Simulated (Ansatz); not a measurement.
The cluster Fe2S⁺, relaxed as a quartet with UKS r2SCAN-D4/def2-TZVP in Ansatz, starting from the r2SCAN-D4/def2-TZVP geometry of the charge +1 doublet. Force threshold 0.02 eV/Å.

The charge 1 quartet is spin-contaminated (final ⟨S²⟩ up to 5.57, 3.75 for a pure state). At r2SCAN-D4/def2-TZVP a doublet of charge 1 lies 0.85 eV below the quartet, each at its own geometry. The structure comes from a short search, and lower isomers may exist.

Start:

```xyz
3

Fe    0.5483    1.1789    0.5457
Fe   -1.3231   -0.4260   -0.2430
S     0.7748   -0.7530   -0.3027
```

**Question.** Estimate the energy that the relaxation releases and the steps that it takes.

**Answer.** 1.7 kcal/mol, in 6 steps; 46 s on 4 threads of Arm Neoverse V2 on a shared host. The force fell under the threshold at step 4, but the optimiser went on. No frequencies were taken in this run, so the end may be a saddle point.

**Question.** Does the start keep its bonding and symmetry?

**Answer.** By distances, no bond broke or formed. The bond that changes most is Fe2–S3, from 2.12 to 2.08 Å (atoms count from 1). Point group C2v at the start, Cs at the end, both within 0.05 Å.

**Question.** Predict the relaxed structure.

**Answer.** 
```xyz
3

Fe    0.4573    1.1423    0.5257
Fe   -1.2444   -0.3510   -0.2065
S     0.7872   -0.7913   -0.3192
```
Bond lengths (bridged metal pairs left out): 2 × Fe–S 2.08 to 2.14 Å.
